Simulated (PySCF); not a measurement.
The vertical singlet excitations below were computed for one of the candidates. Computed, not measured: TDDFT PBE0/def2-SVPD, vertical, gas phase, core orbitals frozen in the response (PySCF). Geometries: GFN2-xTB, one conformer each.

| state | λ (nm) | f |
| --- | --- | --- |
| S1 | 275.0 | 0.018 |
| S2 | 251.4 | 0.148 |
| S3 | 216.6 | 0.061 |
| S4 | 204.6 | 0.140 |
| S5 | 201.8 | 0.027 |
| S6 | 200.9 | 0.225 |

Orbital energies (eV): HOMO-3 -10.18, HOMO-2 -9.62, HOMO-1 -8.84, HOMO -7.73, LUMO -2.33, LUMO+1 -2.24, LUMO+2 -0.20.

Question: Which candidate is it? All have the formula C8H6N2.
A. `c1c(cc(cc1)N=C)C#N`
B. `c1ccn(c1)C#CCC#N`
C. `C=NC1=CC=CC=C1C#N`
D. `C=C(C#N)C(=C)C(=C)C#N`

Answer: D. Its S1 lies at 4.51 eV; the nearest of the others has S1 at 4.18 eV. S1 is HOMO→LUMO+1 (94%). Löwdin shares by element: HOMO carbon 65% or more (atoms not listed hold the other 35%); LUMO carbon 62% or more (atoms not listed hold the other 38%). At the same level the other candidates give, for their lowest levels:
- `N#CCC#Cn1cccc1`: 219 nm (f 0.137); 218 nm (f 0.053); 213 nm (f 0.197); 207 nm (f 0.007); 202 nm (f 0.001); T1 3.92 eV; HOMO -6.75, LUMO -0.40 eV
- `C=Nc1ccccc1C#N`: 304 nm (f 0.064); 273 nm (f 0.028); 232 nm (f 0.117); 217 nm (f 0.003); 213 nm (f 0.008); T1 3.20 eV; HOMO -7.02, LUMO -1.75 eV
- `C=Nc1cccc(C#N)c1`: 297 nm (f 0.067); 270 nm (f 0.023); 228 nm (f 0.091); 218 nm (f 0.013); 213 nm (f 0.035); T1 3.27 eV; HOMO -7.19, LUMO -1.74 eV

Conformer computed: `[CH2:1]=[C:2]([C:3]#[N:4])[C:5](=[CH2:6])[C:7](=[CH2:8])[C:9]#[N:10]`: C1–C2–C5–C6 -147°, C2–C5–C7–C8 33°.
Triplets come from the Tamm–Dancoff approximation.
